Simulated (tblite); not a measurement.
Isomers of C4H4N3OSi (doublet state). Method: GFN2-xTB as coded in tblite; computed harmonic values from a numerical Hessian at the method's own geometry, unscaled. Errors from tens to a few hundred cm⁻¹ against measured bands are possible. Modes of hydrogen on silicon can be 10 to 20 % off. One conformer each. Open shells enter through the occupations alone, without spin polarisation, and single modes of such species can be off by tens of per cent.

Electronic energies: GFN2-xTB at the same geometries; isomer energies are rough at this level and their order can be wrong.

| SMILES | electronic energy, lowest = 0 (kJ/mol) |
| --- | --- |
| N#Cc1cc([SiH]N)on1 | 0.0 |
| N#Cc1[c]c([SiH2]N)on1 | 135.4 |
| N#Cc1cc([SiH2][NH])on1 | 80.1 |

Q: How do GFN2-xTB zero-point energies change the relative energies?

A: 
```
                SMILES  ZPE (kJ/mol)  of it from modes above 1550 cm⁻¹  electronic (kJ/mol)  with ZPE, lowest = 0 (kJ/mol)  lowest mode (cm⁻¹)  rings
    N#Cc1cc([SiH]N)on1         204.2                              88.8                  0.0                            0.0                  67      1
N#Cc1cc([SiH2][NH])on1         192.7                              80.6                 80.1                           68.6                  19      1
 N#Cc1[c]c([SiH2]N)on1         196.3                              83.1                135.4                          127.5                  25      1
```

The zero-point energies span 11.5 kJ/mol, from `N#Cc1cc([SiH2][NH])on1` to `N#Cc1cc([SiH]N)on1`. The order is unchanged.
